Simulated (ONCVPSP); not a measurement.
# Which change was made? (N, ONCV)

nitrogen (N), optimised norm-conserving Vanderbilt (ONCV), made with ONCVPSP 4.0.1 (LDA (Perdew-Zunger), scalar-relativistic). Core [He], reference 2s2 2p2.75 (charge +0.25). Waves: 2s: rc 1.00 bohr, ncon 4, nbas 9, qcut 5.1 1/bohr, 2 projectors, debl 2.1 Ha; 2p: rc 2.05 bohr, ncon 4, nbas 8, qcut 6.2 1/bohr, 2 projectors, debl 2.5 Ha; d scattering state at 0.1 Ha: rc 1.85 bohr, ncon 5, nbas 8, qcut 5.6 1/bohr, 2 projectors, debl 3.1 Ha. Local part: polynomial inside 0.80 bohr (lpopt 4, dvloc0 4 Ha). Core correction: Teter function fitted to the true core (icmod 2), fcfact 0.2.

Cutoffs, loose and tight: the cutoffs (Ha) at which the residual kinetic energy of the hardest occupied pseudo-wave falls to 1 and 0.1 mHa per electron. They do not see the model core or the augmentation charge, which bear on the density cutoff. Test errors are all-electron minus pseudo excitation energies from the reference, over the configurations 2s2 2p3; 2s2 2p2; 2s2 2p1; 2s1 2p3; variants that change the core or the reference have their own tests.

The base gives: outcome: generated; cutoff, loose: 139 Ha; cutoff, tight: 234 Ha; bound ghosts: none; GHOST(+) flags above zero: none; largest test error (meV): +531.

Question: After one change the result is: outcome: generated; cutoff, loose: 54 Ha; cutoff, tight: 220 Ha; bound ghosts: none; GHOST(+) flags above zero: none; largest test error (meV): +395. Which change was it?
A. s: qcut 5.8; p: qcut 7; d: qcut 6.3
B. s: qcut 7.3; p: qcut 8.9; d: qcut 8
C. s: qcut 6.1; p: qcut 7.4; d: qcut 6.7
D. s: qcut 4.6; p: qcut 5.6; d: qcut 5
E. s: qcut 3.8; p: qcut 4.6; d: qcut 4.2

Answer: C. The others give: s: qcut 7.3; p: qcut 8.9; d: qcut 8 → outcome: generated; cutoff, loose: 25 Ha; cutoff, tight: 130 Ha; bound ghosts: none; GHOST(+) flags above zero: none; largest test error (meV): +283 | s: qcut 5.8; p: qcut 7; d: qcut 6.3 → outcome: generated; cutoff, loose: 80 Ha; cutoff, tight: 225 Ha; bound ghosts: none; GHOST(+) flags above zero: none; largest test error (meV): +433 | s: qcut 3.8; p: qcut 4.6; d: qcut 4.2 → outcome: generated; cutoff, loose: 201 Ha; cutoff, tight: 242 Ha; bound ghosts: none; GHOST(+) flags above zero: none; largest test error (meV): +849 | s: qcut 4.6; p: qcut 5.6; d: qcut 5 → outcome: generated; cutoff, loose: 189 Ha; cutoff, tight: 238 Ha; bound ghosts: none; GHOST(+) flags above zero: none; largest test error (meV): +623.
